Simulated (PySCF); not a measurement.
How methods differ on the excitation energy of C⁺

C⁺ [He] 2s2 2p1 (2P) → C⁺ [He] 2s2 3d1 (2D), as a difference of total energies. Computed with PySCF 2.14 in aug-cc-pVQZ (6s5p4d3f2g, 80 functions), with no relativity, point nucleus. Correlated levels: valence: 1s2 frozen. The calculations carry no spin-orbit coupling.

```csv
method,excitation energy (eV),error (eV)
UHF,18.225,+0.184
LDA,17.944,-0.097
PBE,17.842,-0.199
PBE0,18.036,-0.005
r2SCAN,18.340,+0.299
HSE06,18.038,-0.003
wB97M-V,18.018,-0.023
B2PLYP,17.844,-0.197
wB97X,18.335,+0.294
MP2 (valence),18.175,+0.134
SCS-MP2 (valence),18.153,+0.112
```

Reference: 18.041 eV (measured; NIST levels, between the centres of gravity of the two terms).

Errors of the correlated levels include the incompleteness of this basis and the frozen core.

The promoted electron is Rydberg-like, and one or two diffuse shells describe it only roughly, which tends to raise the upper state.
